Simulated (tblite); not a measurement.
C4H8N2Si.
SMILES with atom numbers: `[CH3:1][SiH2:2]/[N:3]=[C:4](/[CH3:5])[C:6]#[N:7]` (hydrogens: H8, H9, H10 on C1; H11, H12 on Si2; H13, H14, H15 on C5)

Computed with GFN2-xTB (tblite), gas phase: L-BFGS steps from a force-field or distance-geometry start until the largest atomic force falls under 0.01 eV/Å.

Step 60: E = -548.8641 eV
```
atom  x, y, z in Å  |  force x, y, z in eV/Å
C1     -2.4568    0.5862   -0.1885   -0.024  -0.004  -0.006
Si2    -1.2794   -0.8090   -0.7071   -0.019   0.035   0.007
N3      0.2768   -0.0827   -0.5956    0.013   0.003  -0.009
C4      1.2431   -0.1140    0.2084    0.010   0.017   0.007
C5      2.4698    0.7213    0.0077   -0.010  -0.009  -0.007
C6      1.2413   -0.9493    1.3738    0.005  -0.037  -0.015
N7      1.1782   -1.6390    2.2875    0.020   0.017   0.014
H8     -2.2214    1.5111   -0.7051   -0.003   0.004  -0.002
H9     -2.4058    0.7774    0.8800    0.008  -0.006  -0.012
H10    -3.4800    0.3189   -0.4295   -0.016   0.008  -0.003
H11    -1.5465   -2.0063    0.0981    0.023   0.012  -0.007
H12    -1.3447   -1.0876   -2.1418   -0.008  -0.026   0.011
H13     2.3994    1.2442   -0.9412   -0.009   0.017  -0.023
H14     3.3568    0.0894    0.0164    0.012  -0.004   0.020
H15     2.5649    1.4474    0.8148   -0.003  -0.026   0.025
```

Step 61: E = -548.8645 eV
```
atom  x, y, z in Å  |  force x, y, z in eV/Å
C1     -2.4565    0.5878   -0.1921   -0.026  -0.002  -0.006
Si2    -1.2795   -0.8098   -0.7048   -0.013   0.032   0.006
N3      0.2764   -0.0826   -0.5939    0.013   0.004  -0.007
C4      1.2432   -0.1138    0.2096    0.010   0.012   0.005
C5      2.4691    0.7228    0.0092    0.002   0.003  -0.003
C6      1.2422   -0.9521    1.3731    0.009  -0.047  -0.002
N7      1.1794   -1.6451    2.2845    0.020   0.033  -0.005
H8     -2.2256    1.5096   -0.7165   -0.003  -0.003  -0.001
H9     -2.4014    0.7872    0.8747    0.006  -0.008  -0.015
H10    -3.4801    0.3160   -0.4270   -0.016   0.012  -0.001
H11    -1.5486   -2.0037    0.1055    0.025   0.016  -0.012
H12    -1.3426   -1.0944   -2.1387   -0.009  -0.025   0.017
H13     2.3917    1.2580   -0.9331   -0.008   0.005  -0.002
H14     3.3560    0.0894    0.0020   -0.009   0.011   0.022
H15     2.5719    1.4387    0.8256   -0.002  -0.044   0.002
```

Step 62: E = -548.8649 eV
```
atom  x, y, z in Å  |  force x, y, z in eV/Å
C1     -2.4562    0.5930   -0.2037   -0.029   0.013  -0.003
Si2    -1.2803   -0.8124   -0.6979   -0.004   0.037   0.009
N3      0.2741   -0.0821   -0.5872    0.019   0.006  -0.005
C4      1.2432   -0.1142    0.2136    0.020   0.001  -0.001
C5      2.4666    0.7270    0.0141    0.050   0.033  -0.013
C6      1.2464   -0.9615    1.3712    0.017  -0.045   0.002
N7      1.1862   -1.6624    2.2769    0.021   0.047  -0.022
H8     -2.2385    1.5049   -0.7528   -0.007  -0.038   0.016
H9     -2.3880    0.8178    0.8583   -0.001  -0.013  -0.045
H10    -3.4807    0.3078   -0.4191   -0.010   0.027   0.006
H11    -1.5550   -1.9965    0.1258    0.027   0.021  -0.019
H12    -1.3361   -1.1147   -2.1289   -0.011  -0.020   0.027
H13     2.3672    1.3004   -0.9065   -0.001  -0.047   0.071
H14     3.3533    0.0905   -0.0431   -0.090   0.064   0.034
H15     2.5934    1.4103    0.8574   -0.001  -0.087  -0.057
```

Step 63: E = -548.8653 eV
```
atom  x, y, z in Å  |  force x, y, z in eV/Å
C1     -2.4569    0.5919   -0.2013   -0.022   0.004  -0.006
Si2    -1.2803   -0.8110   -0.6995    0.001   0.029   0.005
N3      0.2750   -0.0822   -0.5893    0.012   0.009  -0.002
C4      1.2434   -0.1140    0.2124    0.014  -0.007  -0.005
C5      2.4674    0.7260    0.0128    0.017   0.016   0.000
C6      1.2456   -0.9599    1.3710    0.015  -0.038   0.002
N7      1.1850   -1.6582    2.2787    0.021   0.041  -0.019
H8     -2.2362    1.5060   -0.7442   -0.004  -0.018   0.003
H9     -2.3909    0.8105    0.8614   -0.001  -0.009  -0.022
H10    -3.4811    0.3099   -0.4208   -0.019   0.020   0.003
H11    -1.5532   -1.9971    0.1214    0.026   0.018  -0.014
H12    -1.3376   -1.1113   -2.1306   -0.011  -0.019   0.022
H13     2.3734    1.2909   -0.9117   -0.008  -0.018   0.027
H14     3.3535    0.0912   -0.0325   -0.042   0.025   0.025
H15     2.5886    1.4152    0.8501    0.000  -0.053  -0.018
```

Problem. Estimate the geometry and energy of step 64. (The exact step hangs on the optimiser's Hessian estimate; all steps are aligned on step 63, rigid shifts and turns removed.)

Solution. E = -548.8660 eV, largest force 0.033 eV/Å
```
atom  x, y, z in Å  |  force x, y, z in eV/Å
C1     -2.4582    0.5933   -0.2039   -0.012  -0.004  -0.007
Si2    -1.2810   -0.8100   -0.6981    0.011   0.020   0.001
N3      0.2747   -0.0818   -0.5885    0.007   0.014   0.002
C4      1.2435   -0.1145    0.2127    0.013  -0.023  -0.015
C5      2.4669    0.7264    0.0135   -0.010   0.005   0.012
C6      1.2478   -0.9631    1.3695    0.012  -0.013  -0.010
N7      1.1880   -1.6599    2.2782    0.021   0.024  -0.007
H8     -2.2394    1.5048   -0.7510   -0.003  -0.006  -0.004
H9     -2.3885    0.8161    0.8572   -0.005  -0.004  -0.008
H10    -3.4825    0.3096   -0.4190   -0.026   0.018   0.001
H11    -1.5530   -1.9948    0.1242    0.022   0.012  -0.006
H12    -1.3365   -1.1169   -2.1276   -0.012  -0.015   0.014
H13     2.3691    1.2989   -0.9046   -0.012  -0.004  -0.003
H14     3.3520    0.0933   -0.0401   -0.007  -0.011   0.015
H15     2.5928    1.4066    0.8556    0.000  -0.015   0.016
```

The energy changes by -0.0007 eV. The first-order estimate −F·Δx gives -0.0009 eV and the mean of the old and new forces, exact on a quadratic surface, -0.0007 eV. The step makes an angle of 74° with the force vector and moves no atom by more than 0.011 Å.

What follows is the cost of the whole relaxation. Time: 0.7 s. Hardware: an Intel Xeon 6975P-C with one thread, no GPU (shared host).
